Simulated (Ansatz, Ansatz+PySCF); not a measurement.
```xyz
3

N    -0.0727    0.0593   -0.0144
C     0.2747    0.4352   -1.1009
O     0.5278    0.8220   -2.1549
```

Basis set: def2-SVP (spherical functions). Correlated methods keep 3 orbitals frozen. Charge 0, multiplicity 2.

Computed with Ansatz (development build ahead of 0.2.0); each method stands on the lowest determinant of its kind that the runs found.

The atomization energy at this shape (free ground-state atoms in the same class of orbitals less the molecule, no zero-point energy) of doublet CNO:

```json
{"method": "PBE0 (unrestricted)", "atomization energy": "14.16 eV"}
{"method": "UHF", "atomization energy": "7.92 eV"}
```

Problem. What does UHF-MP2 give?

Solution. 13.14 eV.
